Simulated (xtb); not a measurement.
xtb input:

```bash
xtb mol.xyz --gfnff --opt tight --chrg 0 --uhf 0
```
mol.xyz:
```
2

K     -0.00000000    -0.00000000    -1.27568738
Cl     0.00000000     0.00000000     1.42576825
```

Q: Predict the final energy.

A: -0.13056 Eh (GFN-FF).
